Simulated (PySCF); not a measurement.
## UHF on Ge⁺ (germanium, charge +1)

Configuration: [Ar] 3d10 4s2 4p1, 2P determinant. All numbers are calculated (PySCF 2.14, scalar relativity through the core potential, in aug-cc-pVDZ-PP with ECP10MDF).

| Item | Value |
| --- | --- |
| Total energy | -293.069413 hartree |
| One-electron energy | -515.5390 hartree |
| Hartree (Coulomb) energy | 245.9539 hartree |
| Exchange energy | -23.4843 hartree |
| ⟨S²⟩ | 0.7597 |
| ⟨L²⟩ | 2.029 |
| Sum of ⟨r⟩ | 19.16 bohr |
| Sum of ⟨r²⟩ | 28.22 bohr² |
| Traceless quadrupole moment −½Σ⟨3z² − r²⟩ along its main axis | -3.19 e·bohr² |
| Time after the integrals | 0.1 s of wall time on 1 thread of Neoverse-V1 (shared host) |

```
shell  electrons  mean orbital energy (eV)  spread (eV)  rms radius, mean of both spins (bohr)
 3s α          1                   -209.14            0                                  0.670
 3s β          1                   -209.00            0                                  0.670
 3p α          3                   -152.37        0.038                                  0.702
 3p β          3                   -152.21        0.494                                  0.702
 3d α          5                   -52.742        0.287                                  0.808
 3d β          5                   -52.629        0.509                                  0.808
 4s α          1                   -24.582            0                                   2.24
 4s β          1                   -22.285            0                                   2.24
 4p α          1                   -15.533            0                                   2.79
```

Energies and moments cover only the electrons outside the core potential.
